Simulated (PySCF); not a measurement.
Some computed properties have been withheld. Give your best values.

Species: C6H9O (charge +1).
Atom-mapped SMILES: `[CH:1]#[C:2][C+:3]([CH3:4])[CH2:5][O:6][CH3:7]` (hydrogens: H8 on C1; H9, H10, H11 on C4; H12, H13 on C5; H14, H15, H16 on C7)

Conformer (atom-mapped SMILES and torsion angles): `[CH:1]#[C:2][C+:3]([CH3:4])[CH2:5][O:6][CH3:7]`: C2–C3–C5–O6 180°, C3–C5–O6–C7 -179°.

```json
{"property": "rotational constants A, B, C of the GFN2-xTB geometry", "level": "GFN2-xTB", "value": "?"}
{"property": "HOMO energy", "level": "PBE0/pcSseg-1", "value": "-12.30 eV"}
{"property": "LUMO energy", "level": "PBE0/pcSseg-1", "value": "?"}
{"property": "13C chemical shifts (computed TMS as zero) by class", "level": "GIAO PBE0/pcSseg-1", "value": "285.2 (C3), 210.5 (C1), 98.7 (C5), 96.5 (C2), 63.0 (C7), 53.1 (C4) ppm"}
{"property": "1H chemical shifts (computed TMS as zero) by class", "level": "GIAO PBE0/pcSseg-1", "value": "10.42 (H8), 5.68 (H12/H13), 4.43 (H9/H10/H11), 4.19 (H14/H15/H16) ppm"}
{"property": "isotropic shieldings of nuclei other than C and H, by class", "level": "GIAO PBE0/pcSseg-1", "value": "265 (O6) ppm"}
{"property": "largest of the computed one-bond spin–spin couplings (means over like bonds)", "level": "B3LYP/pcJ-1, spin–dipole term left out", "value": "?"}
```

Electronic properties: PySCF, gas phase, density fitting. NMR classes are plain means over equivalent atoms (diastereotopic ones count apart unless rotation or inversion swaps them), as if these changed places fast; in this geometry the members of some classes differ.

Give the largest of the computed one-bond spin–spin couplings (means over like bonds).

13C–1H +293.4 (C1–H8), 13C–13C +195.4 (C1–C2), 13C–1H +152.3 (C7–H14 and 2 like it), 13C–1H +148.8 (C5–H12 and 1 like it), 13C–1H +141.2 (C4–H9 and 2 like it), 13C–13C +99.0 (C2–C3), 13C–13C +45.6 (C3–C5), 13C–13C +39.3 (C3–C4) Hz.

The LUMO energy?

-8.99 eV.

Give the rotational constants A, B, C of the GFN2-xTB geometry.

6.443, 1.376, 1.158 GHz.

With B = h/(8π²I), that is 505.379 GHz u Å² over I, the principal moments of inertia are 78.4, 367.3 and 436.6 u Å² (most abundant isotopes); the inertial defect Ic − Ia − Ib is -9.1 u Å² (zero for a rigid planar frame, negative otherwise). The rotational constants make it an asymmetric top with κ = (2B − A − C)/(A − C) = -0.92, nearer the prolate limit (−1).

One conformer stands for the species.
